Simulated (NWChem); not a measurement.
System: AlH2Br; SMILES [AlH2][Br]

NWChem input:

```
start job
memory heap 200 mb stack 900 mb global 1100 mb
geometry units angstroms noautosym nocenter noautoz
  Al     0.000000     0.000000    -1.568293
  H      0.000000     1.399902    -2.300267
  H      0.000000    -1.399902    -2.300267
  Br     0.000000     0.000000     0.690750
end
basis spherical
  * library 6-31g*
end
dft
  xc hfexch
  iterations 150
end
property
  shielding 3 1 2 4
  efieldgrad
end
task dft property
```

The geometry was optimised at PBE0/def2-SVP.

GIAO values for the isolated, static molecule; σ is the absolute isotropic shielding, δ = σ(reference) − σ with the isolated reference molecule computed at the same levels (1H: tetramethylsilane). Spin-orbit effects, on the heavy nuclei and on their neighbours, are missing.

Atoms are numbered as in the input.

### Question
Give the results of this calculation. (Hartree-Fock/6-31G* (spherical d), GIAO.) Quantities: σ Al1 (ppm); δ H2 (ppm); σ Br4 (ppm).

### Answer
- σ Al1 (ppm): 429.1
- δ H2 (ppm): 5.59
- σ Br4 (ppm): 2767.0
